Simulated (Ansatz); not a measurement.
Gas-phase electronic energies from Ansatz, PBE0-D4/def2-TZVP geometries. CBS: MP2 limit from def2 TZ/QZ plus the TZ coupled-cluster correction, frozen cores. Functionals use def2-TZVPP. Each species was taken in one conformer, which may not be the lowest.

`CCB(N)F` + `CC(C)OB(F)S` → `CC(C)OB(N)F` + `CCB(F)S`  (redistribution)

Q: Is it downhill or uphill in electronic energy at CCSD(T)/CBS, and by how much? (Estimate.)

A: The calculation gave: Uphill: ΔE = +1.9 kcal/mol.

Q: What do these levels give: PBE-D4, PBE0-D4, ωB97X-V, B2PLYP, PBE, r2SCAN, PBE0, CCSD/def2-TZVPP, HF/def2-QZVPP, MP2/def2-QZVPP, SCS-MP2/def2-QZVPP, CCSD/CBS(def2)? (Estimate.)

A: Ansatz gave: PBE-D4 1.9, PBE0-D4 1.7, ωB97X-V 1.9, B2PLYP 1.9, PBE 1.9, r2SCAN 1.6, PBE0 1.7, CCSD/def2-TZVPP 1.9, HF/def2-QZVPP 1.4, MP2/def2-QZVPP 1.9, SCS-MP2/def2-QZVPP 2.0, CCSD/CBS(def2) 1.8 kcal/mol.

Largest T1 diagnostic among the species: 0.012.
